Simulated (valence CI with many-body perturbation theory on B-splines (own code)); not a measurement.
Results of a calculation; reference values are marked as such.
Ladder of approximations for Pr⁴⁴⁺

Method: valence CI with perturbative core correlation (CI+MBPT): five valence electrons over a frozen Dirac-Fock core [Ne], a basis of 9 s, 9 p, 8 d, 6 f, 3 g, 1 h functions for each j, with the one-electron correlation potential Σ1, the two-electron term Σ2, the three-electron term Σ3, Breit, model QED; selected CI, second order for the rest (own B-spline code, finite nucleus).

No measured spectrum was set against this ion. As an estimate, large intervals hold to a few tenths of a per cent, small ones and those within an open d or f shell to about a per cent. Among the levels kept, up to 510 cm⁻¹ of a level comes from second order outside the variational space, and about a tenth of that is noise between levels of different J, which matters for small intervals.

Each rung adds one term. CI alone is the Dirac-Coulomb CI over the frozen core; QED comes last and gives the full result, which names the levels. Energies are above (3s^2 3p1/2^2 3p3/2) J=3/2 on the same rung, in Ry.

Levels are named by their leading jj configuration (3d3/2^4 stands for four electrons in 3d with j = 3/2), which in mixed levels can hold well under half, so a name can repeat and another be missing. Letters in brackets count levels of one name in rising energy.

```
                             Level  CI alone    + Σ1    + Σ2    + Σ3  + Breit    Full
        (3s^2 3p1/2 3p3/2^2) J=3/2     8.252   8.260   8.268   8.270    8.153   8.168
        (3s^2 3p1/2 3p3/2^2) J=5/2     8.949   8.957   8.963   8.963    8.825   8.839
        (3s^2 3p1/2 3p3/2^2) J=1/2     9.763   9.770   9.773   9.771    9.658   9.672
        (3s^2 3p1/2^2 3d3/2) J=3/2    12.664  12.649  12.630  12.623   12.585  12.563
        (3s^2 3p1/2^2 3d5/2) J=5/2    15.223  15.215  15.195  15.188   15.083  15.056
        (3s 3p1/2^2 3p3/2^2) J=5/2    17.496  17.488  17.479  17.483   17.449  17.342
              (3s^2 3p3/2^3) J=3/2    18.122  18.137  18.149  18.149   17.912  17.939
        (3s 3p1/2^2 3p3/2^2) J=1/2    19.006  18.997  18.989  18.994   18.979  18.867
        (3s 3p1/2^2 3p3/2^2) J=3/2    19.050  19.041  19.025  19.030   18.989  18.893
(3s^2 3p1/2 3p3/2 3d3/2) J=5/2 [a]    20.864  20.857  20.845  20.841   20.664  20.657
(3s^2 3p1/2 3p3/2 3d3/2) J=3/2 [a]    20.968  20.961  20.947  20.943   20.785  20.771
(3s^2 3p1/2 3p3/2 3d3/2) J=1/2 [a]    20.982  20.974  20.963  20.959   20.809  20.801
    (3s^2 3p1/2 3p3/2 3d3/2) J=7/2    21.552  21.544  21.533  21.526   21.324  21.318
(3s^2 3p1/2 3p3/2 3d5/2) J=7/2 [a]    22.970  22.969  22.958  22.953   22.722  22.720
(3s^2 3p1/2 3p3/2 3d3/2) J=5/2 [b]    23.155  23.149  23.105  23.090   22.912  22.901
(3s^2 3p1/2 3p3/2 3d5/2) J=3/2 [a]    23.250  23.249  23.240  23.238   23.026  23.009
(3s^2 3p1/2 3p3/2 3d3/2) J=3/2 [b]    23.603  23.595  23.533  23.517   23.380  23.350
(3s^2 3p1/2 3p3/2 3d3/2) J=1/2 [b]    23.604  23.597  23.547  23.532   23.393  23.372
(3s^2 3p1/2 3p3/2 3d5/2) J=5/2 [a]    23.644  23.642  23.627  23.620   23.391  23.379
    (3s^2 3p1/2 3p3/2 3d5/2) J=9/2    23.726  23.725  23.715  23.706   23.435  23.434
(3s^2 3p1/2 3p3/2 3d5/2) J=7/2 [b]    25.055  25.054  25.023  25.008   24.752  24.751
(3s^2 3p1/2 3p3/2 3d5/2) J=5/2 [b]    25.170  25.168  25.121  25.103   24.887  24.879
(3s^2 3p1/2 3p3/2 3d5/2) J=3/2 [b]    25.440  25.439  25.416  25.399   25.183  25.174
    (3s^2 3p1/2 3p3/2 3d5/2) J=1/2    25.577  25.576  25.545  25.530   25.324  25.311
      (3s 3p1/2 3p3/2^3) J=3/2 [a]    26.719  26.718  26.705  26.705   26.559  26.476
          (3s 3p1/2 3p3/2^3) J=5/2    27.539  27.538  27.522  27.524   27.355  27.268
          (3s 3p1/2 3p3/2^3) J=1/2    28.695  28.693  28.661  28.658   28.508  28.424
      (3s 3p1/2 3p3/2^3) J=3/2 [b]    28.764  28.763  28.731  28.732   28.574  28.488
(3s 3p1/2^2 3p3/2 3d3/2) J=5/2 [a]    29.654  29.630  29.614  29.614   29.557  29.413
(3s 3p1/2^2 3p3/2 3d3/2) J=3/2 [a]    29.766  29.742  29.725  29.725   29.679  29.534
(3s 3p1/2^2 3p3/2 3d3/2) J=1/2 [a]    29.823  29.799  29.785  29.785   29.752  29.606
```

Task: How does the ionisation energy move along the ladder, and which term matters most?

Result: CI alone 3516.7, + Σ1 3517.6, + Σ2 3517.7, + Σ3 3517.2, + Breit 3514.9, + QED 3514.7 eV. The largest step is Breit, -2.4 eV. NIST lists 3512 ± 4 eV (theoretical).
